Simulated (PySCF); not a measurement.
## Converging RbNa in the basis (PBE0)

PySCF, UKS reference; singlet, unpaired electrons none; De to Rb + Na without counterpoise correction.

```csv
basis,relativity,functions,Re (Å),ωe (cm⁻¹),De (eV),μ (D)
def2-SVP,scalar-relativistic core potentials,39,3.714,105,0.58,-3.28
def2-SVPD,scalar-relativistic core potentials,45,3.717,104,0.58,-3.35
x2c-TZVPall,spin-free X2C,95,3.681,106,0.59,-3.56
```

(1) How does each smaller set differ from the one with most functions, x2c-TZVPall?

A positive dipole means Rb(−)Na(+). Closed-shell solutions of metal pairs were not tested for spin polarisation, which can lower them a little.

Answers

(1) def2-SVP: +3.3 pm, -0.9 % in ωe, -0.01 eV in De; def2-SVPD: +3.6 pm, -1.9 % in ωe, -0.01 eV in De. All at PBE0; the set with most functions is neither the basis-set limit nor always the best. The rows treat relativity differently, so the differences are not basis effects alone.
